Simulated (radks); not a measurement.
Values are calculated unless marked as measured or tabulated.
Species: Sb50+. Configuration: 1s1 (the NIST ground configuration). Level of theory: Dirac Kohn-Sham, PBE, spin-unpolarised, spherical densities, finite nucleus; Fermi nuclear charge, rms radius 4.6802 fm (a radial shooting solver on a logarithmic mesh with Libxc functionals).

Normalised radial functions P(r) = r R(r) (large component), r in bohr:

r	1s1/2	2p1/2
0.002097	1.6043	0.0408
0.002521	1.8624	0.0528
0.003055	2.1659	0.0695
0.003701	2.5044	0.0919
0.004449	2.8595	0.1208
0.00539	3.2569	0.1612
0.006531	3.6721	0.2157
0.007851	4.0723	0.2851
0.009513	4.4710	0.3810
0.01143	4.8084	0.5014
0.01385	5.0792	0.6636
0.01679	5.2270	0.8705
0.02018	5.2162	1.1159
0.02445	5.0146	1.4235
0.02963	4.6044	1.7788
0.03561	4.0275	2.1496
0.04315	3.2800	2.5385
0.05228	2.4635	2.8821
0.06284	1.7083	3.1112
0.07614	1.0384	3.1811
0.09226	0.5471	3.0281
0.1109	0.2518	2.6627
0.1344	0.0913	2.1012
0.1628	0.0257	1.4606
0.1957	0.0057	0.8927
0.2371	0.0008	0.4455
0.2873	0.0001	0.1776
0.3454	0.0000	0.0571

1s1/2: eigenvalue -36262 eV, 0 radial nodes, <r> = 0.0281 bohr, 90 % of the charge inside 0.0503 bohr. 2p1/2 (empty): eigenvalue -9003.3 eV, 0 radial nodes, <r> = 0.0928 bohr, 90 % of the charge inside 0.150 bohr.
